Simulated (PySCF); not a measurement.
C5H13Sb, singlet, geometry from GFN2-xTB (all electrons, no relativity), with bond 4-2 at 2.4 times its length; CASSCF(4,6)/STO-3G run with PySCF.

Here is a job for PySCF.
```python
from pyscf import gto, scf, mcscf, mp
import numpy

mol = gto.M(
    atom='''
Sb   -0.182010    0.017823    0.641344
C    -1.542376   -1.192927   -0.550546
H    -1.170999   -1.284507   -1.565587
H    -3.896889   -0.083542   -0.575949
H    -1.627807   -2.181515   -0.112817
C     1.581376   -0.560269   -0.522205
C     2.130104   -1.903764   -0.085179
H     2.335200    0.215620   -0.395336
H     1.297482   -0.595086   -1.572766
H     1.378292   -2.682235   -0.201578
H     2.433773   -1.878089    0.959787
H     2.998160   -2.178758   -0.684361
C    -0.575893    1.886369   -0.447015
C    -0.446010    1.805261   -1.952795
H     0.109278    2.633162   -0.047914
H    -1.585561    2.188001   -0.170232
H    -1.115206    1.051427   -2.361634
H     0.573673    1.562554   -2.242858
H    -0.703576    2.763112   -2.405670
''',
    basis='sto-3g',
    charge=0,
    spin=0,
    verbose=4,
)

mf = scf.RHF(mol)
mf.kernel()
mc = mcscf.CASSCF(mf, 6, 4)
mc.fix_spin_(ss=0.0)
noons, natorbs = mcscf.addons.make_natural_orbitals(mp.MP2(mf).run())
mc.kernel(natorbs)
occ = numpy.linalg.eigvalsh(mc.fcisolver.make_rdm1(mc.ci, mc.ncas, mc.nelecas))[::-1]
ss = mc.fcisolver.spin_square(mc.ci, mc.ncas, mc.nelecas)[0]
print('natural occupations', occ.round(4), ' <S^2>', round(ss, 4))
```

Q: Predict the main parts of the log of this PySCF run.

A: 
```
PySCF version 2.14.0

[INPUT] verbose = 4
[INPUT] num. atoms = 19
[INPUT] num. electrons = 94
[INPUT] charge = 0
[INPUT] spin (= nelec alpha-beta = 2S) = 0
[INPUT] symmetry False subgroup None
[INPUT] Mole.unit = angstrom
[INPUT] Symbol           X                Y                Z      unit          X                Y                Z       unit  Magmom
[INPUT]  1 Sb    -0.182010000000   0.017823000000   0.641344000000 AA   -0.343949051932   0.033680588718   1.211964511633 Bohr   0.0
[INPUT]  2 C     -1.542376000000  -1.192927000000  -0.550546000000 AA   -2.914668221102  -2.254305316599  -1.040381158975 Bohr   0.0
[INPUT]  3 H     -1.170999000000  -1.284507000000  -1.565587000000 AA   -2.212867402140  -2.427366435087  -2.958530654179 Bohr   0.0
[INPUT]  4 H     -3.896889000000  -0.083542000000  -0.575949000000 AA   -7.364052947830  -0.157871499898  -1.088385871717 Bohr   0.0
[INPUT]  5 H     -1.627807000000  -2.181515000000  -0.112817000000 AA   -3.076109413650  -4.122465886631  -0.213193232195 Bohr   0.0
[INPUT]  6 C      1.581376000000  -0.560269000000  -0.522205000000 AA    2.988367539960  -1.058754966084  -0.986824430878 Bohr   0.0
[INPUT]  7 C      2.130104000000  -1.903764000000  -0.085179000000 AA    4.025313176841  -3.597592565806  -0.160964981564 Bohr   0.0
[INPUT]  8 H      2.335200000000   0.215620000000  -0.395336000000 AA    4.412888446084   0.407462746979  -0.747076767181 Bohr   0.0
[INPUT]  9 H      1.297482000000  -0.595086000000  -1.572766000000 AA    2.451885631553  -1.124549560563  -2.972096998028 Bohr   0.0
[INPUT] 10 H      1.378292000000  -2.682235000000  -0.201578000000 AA    2.604594399679  -5.068689551723  -0.380927212738 Bohr   0.0
[INPUT] 11 H      2.433773000000  -1.878089000000   0.959787000000 AA    4.599164419361  -3.549073847558   1.813734567918 Bohr   0.0
[INPUT] 12 H      2.998160000000  -2.178758000000  -0.684361000000 AA    5.665701277626  -4.117255911705  -1.293254860333 Bohr   0.0
[INPUT] 13 C     -0.575893000000   1.886369000000  -0.447015000000 AA   -1.088280047054   3.564720779870  -0.844735923572 Bohr   0.0
[INPUT] 14 C     -0.446010000000   1.805261000000  -1.952795000000 AA   -0.842836748817   3.411448873358  -3.690247727420 Bohr   0.0
[INPUT] 15 H      0.109278000000   2.633162000000  -0.047914000000 AA    0.206505491440   4.975955021612  -0.090544337532 Bohr   0.0
[INPUT] 16 H     -1.585561000000   2.188001000000  -0.170232000000 AA   -2.996276043792   4.134722650274  -0.321691857637 Bohr   0.0
[INPUT] 17 H     -1.115206000000   1.051427000000  -2.361634000000 AA   -2.107433912472   1.986909069973  -4.462841466461 Bohr   0.0
[INPUT] 18 H      0.573673000000   1.562554000000  -2.242858000000 AA    1.084084855058   2.952799114844  -4.238387356290 Bohr   0.0
[INPUT] 19 H     -0.703576000000   2.763112000000  -2.405670000000 AA   -1.329565947817   5.221524931499  -4.546057446082 Bohr   0.0

nuclear repulsion = 600.972527334668
number of shells = 39
number of NR pGTOs = 195
number of NR cGTOs = 65
basis = sto-3g
ecp = {}

******** <class 'pyscf.scf.hf.RHF'> ********
method = RHF
initial guess = minao
damping factor = 0
level_shift factor = 0
DIIS = <class 'pyscf.scf.diis.CDIIS'>
diis_start_cycle = 1
diis_space = 8
diis_damp = 0
SCF conv_tol = 1e-09
SCF conv_tol_grad = None
SCF max_cycles = 50
direct_scf = True
direct_scf_tol = 1e-13
Set gradient conv threshold to 3.16228e-05
Initial guess from minao.
init E= -6427.46049248227
  HOMO = -0.320490620371766  LUMO = -0.210392374283872  gap/eV = 2.99593
cycle= 1 E= -6445.41000654053  delta_E= -17.9  |g|= 0.564  |ddm|= 5.04
  HOMO = -0.0750699156472773  LUMO = 0.0596096100572553  gap/eV = 3.66482
cycle= 2 E= -6445.55157861308  delta_E= -0.142  |g|= 0.402  |ddm|= 1.95
  HOMO = -0.182074153010148  LUMO = 0.0602061428465435  gap/eV = 6.59278
cycle= 3 E= -6445.62290139315  delta_E= -0.0713  |g|= 0.184  |ddm|=    1
  HOMO = -0.18387803347707  LUMO = 0.0981593579624311  gap/eV = 7.67463
cycle= 4 E= -6445.63865223292  delta_E= -0.0158  |g|= 0.0204  |ddm|= 0.294
  HOMO = -0.193488672579877  LUMO = 0.0996341260844489  gap/eV = 7.97628
cycle= 5 E= -6445.63906624025  delta_E= -0.000414  |g|= 0.00676  |ddm|= 0.064
  HOMO = -0.193253958171312  LUMO = 0.0994440551965304  gap/eV = 7.96472
cycle= 6 E= -6445.63912751306  delta_E= -6.13e-05  |g|= 0.00341  |ddm|= 0.023
  HOMO = -0.192549041192384  LUMO = 0.0997224981129374  gap/eV = 7.95311
cycle= 7 E= -6445.63914864414  delta_E= -2.11e-05  |g|= 0.00113  |ddm|= 0.0171
  HOMO = -0.19301876258427  LUMO = 0.0999097092116669  gap/eV = 7.97099
cycle= 8 E= -6445.63915082938  delta_E= -2.19e-06  |g|= 0.000251  |ddm|= 0.00618
  HOMO = -0.193073739903656  LUMO = 0.0998436108285717  gap/eV = 7.97069
cycle= 9 E= -6445.63915090096  delta_E= -7.16e-08  |g|= 4.85e-05  |ddm|= 0.00102
  HOMO = -0.193064371209302  LUMO = 0.0998276233381387  gap/eV = 7.97000
cycle= 10 E= -6445.63915090403  delta_E= -3.07e-09  |g|= 1.37e-05  |ddm|= 0.000202
  HOMO = -0.193073301533424  LUMO = 0.0998289919448317  gap/eV = 7.97028
cycle= 11 E= -6445.63915090418  delta_E= -1.55e-10  |g|= 3.23e-06  |ddm|= 5.13e-05
  HOMO = -0.193073431752053  LUMO = 0.0998282540415152  gap/eV = 7.97026
Extra cycle  E= -6445.63915090422  delta_E= -4.18e-11  |g|= 1.5e-06  |ddm|= 9.35e-06
converged SCF energy = -6445.63915090422

******** <class 'pyscf.mp.mp2.RMP2'> ********
nocc = 47, nmo = 65
E(RMP2) = -6446.04638428594  E_corr = -0.40723338171438
E(SCS-RMP2) = -6446.09267544204  E_corr = -0.453524537816724
E_corr(same-spin) = -0.040564061815998
E_corr(oppo-spin) = -0.366669319898382

******** <class 'pyscf.mcscf.mc1step.CASSCF'> ********
CAS (2e+2e, 6o), ncore = 45, nvir = 14
max_cycle_macro = 50
max_cycle_micro = 4
conv_tol = 1e-07
conv_tol_grad = None
orbital rotation max_stepsize = 0.02
orbital rotation threshold for CI restart = 0.01
augmented hessian ah_max_cycle = 30
augmented hessian ah_conv_tol = 1e-12
augmented hessian ah_linear dependence = 1e-14
augmented hessian ah_level shift = 1e-08
augmented hessian ah_start_tol = 2.5
augmented hessian ah_start_cycle = 3
augmented hessian ah_grad_trust_region = 3
kf_trust_region = 3
kf_interval = 4
ci_response_space = 4
ci_grad_trust_region = 3
with_dep4 0
natorb = False
canonicalization = True
sorting_mo_energy = False
ao2mo_level = 2
internal_rotation = False
******** <class 'pyscf.fci.addons.SpinPenaltyFCISolver'> ********
max. cycles = 50
conv_tol = 1e-08
davidson only = True
linear dependence = 1e-12
level shift = 0.001
max iter space = 12
nroots = 1
pspace_size = 400
spin = None
CASCI E = -6445.83228754743  S^2 = 0.0000000
Set conv_tol_grad to 0.000316228
macro iter   1 ( 21 JK    4 micro), CASSCF E = -6445.83563371538  dE = -3.34616795e-03  S^2 = 0.0000000
               |grad[o]|=0.037  |grad[c]|=0.0148  |ddm|=0.0107  |maxRot[o]|=0.237
macro iter   2 ( 21 JK    4 micro), CASSCF E = -6445.83615029789  dE = -5.16582514e-04  S^2 = 0.0000000
               |grad[o]|=0.00893  |grad[c]|=0.00262  |ddm|=0.00174  |maxRot[o]|=0.313
macro iter   3 ( 21 JK    4 micro), CASSCF E = -6445.83655200778  dE = -4.01709891e-04  S^2 = 0.0000000
               |grad[o]|=0.00558  |grad[c]|=0.00226  |ddm|=0.00138  |maxRot[o]|=0.314
macro iter   4 ( 21 JK    4 micro), CASSCF E = -6445.83678446991  dE = -2.32462124e-04  S^2 = 0.0000000
               |grad[o]|=0.00338  |grad[c]|=0.00151  |ddm|=0.00155  |maxRot[o]|=0.314
macro iter   5 ( 12 JK    3 micro), CASSCF E = -6445.83679644509  dE = -1.19751885e-05  S^2 = 0.0000000
               |grad[o]|=0.000745  |grad[c]|=0.000253  |ddm|=0.000918  |maxRot[o]|=0.0762
macro iter   6 (  4 JK    1 micro), CASSCF E = -6445.83679649216  dE = -4.70627128e-08  S^2 = 0.0000000
               |grad[o]|=3.81e-05  |grad[c]|=0.000108  |ddm|=0.000101  |maxRot[o]|=0.00464
1-step CASSCF converged in   6 macro (100 JK  20 micro) steps
CASSCF canonicalization
Density matrix diagonal elements [1.95951454e+00 1.31487863e+00 6.85372927e-01 3.62599932e-02
 1.65905437e-03 2.31485523e-03]
CASSCF energy = -6445.83679649216
CASCI E = -6445.83679649216  E(CI) = -3.55026866292337  S^2 = 0.0000000
natural occupations [1.9632e+00 1.3168e+00 6.8230e-01 3.5900e-02 1.0000e-03 8.0000e-04]  <S^2> 0.0
```
